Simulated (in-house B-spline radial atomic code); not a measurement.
V4+: [Ar] 3d1

Level of theory: Dirac-Kohn-Sham LC-wPBE, spherical fractional occupations, Fermi nucleus of rms radius 3.6002 fm; calculated with a B-spline radial code for spherical atoms.

Effective charges: Z_r = [3n² - l(l+1)]/(2<r>) from the radius, Z_e = n√(-2ε) from the energy, and Slater's rules. Values are occupation-weighted means over j.

| shell | electrons | ε (eV) | <r> (bohr) | Z_r | Z_e | Slater |
| --- | --- | --- | --- | --- | --- | --- |
| 1s | 2 | -5425.9 | 0.06643 | 22.58 | 19.97 | 22.70 |
| 2s | 2 | -665.89 | 0.3079 | 19.48 | 13.99 | 18.85 |
| 2p | 6 | -566.08 | 0.274 | 18.25 | 12.90 | 18.85 |
| 3s | 2 | -129.65 | 0.9234 | 14.62 | 9.26 | 11.75 |
| 3p | 6 | -102.15 | 0.9681 | 12.91 | 8.22 | 11.75 |
| 3d | 1 | -51.074 | 1.092 | 9.61 | 5.81 | 5.00 |

The least bound orbital is 3d5/2 at -51.04 eV, and it is also the most diffuse (<r> = 1.093 bohr).

Spin-orbit splittings of the orbital energies (j = l + 1/2 above j = l - 1/2 when positive): 2p 7.091 eV, 3p 0.9196 eV, 3d 0.09435 eV.

For the 1s electron the small component carries 0.68 % of the norm, the zero-frequency Breit interaction raises the level by 5.662 eV, self-energy by 2.709 eV, and vacuum polarisation lowers it by 0.2156 eV.

Caution: exact exchange at fractional occupations of open shells leaves self-interaction of up to several eV.
